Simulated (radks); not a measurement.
Results of a calculation; reference values are marked as such.
The potassium anion K-, [Ar] 4s2, held by a Watson sphere: a shell of charge +1.02 at radius R that stands for the Madelung well of a crystal (potential energy -1.02/R inside, -1.02/r outside, in hartree with lengths in bohr). Code: a radial shooting solver on a logarithmic mesh with Libxc functionals. Model: non-relativistic Kohn-Sham, LDA (Slater exchange, Perdew-Wang correlation), spin-polarised, spherical densities, point nucleus. Response by self-consistent Sternheimer equations with the Hartree and adiabatic LDA kernel. The sphere does not respond.

| R (bohr) | e(3s) (eV) | e(3p) (eV) | e(4s) (eV) | <r> 4s (bohr) | sum of <r^2> (bohr^2) | X-ray form factor at sin(theta)/lambda = 0.2 1/angstrom | alpha (bohr^3) |
|---|---|---|---|---|---|---|---|
| 2.17 | -38.718 | -22.720 | -3.821 | 4.142 | 59.06 | 13.670 | 165.0 |
| 2.63 | -37.227 | -21.280 | -3.777 | 4.206 | 60.53 | 13.637 | 172.3 |
| 2.86 | -36.660 | -20.720 | -3.739 | 4.256 | 61.51 | 13.631 | 178.7 |
| 3.15 | -36.085 | -20.144 | -3.677 | 4.331 | 62.96 | 13.629 | 189.3 |
| 4.04 | -34.981 | -19.025 | -3.420 | 4.612 | 68.52 | 13.647 | 236.7 |
| 4.71 | -34.533 | -18.565 | -3.201 | 4.838 | 73.33 | 13.665 | 284.0 |
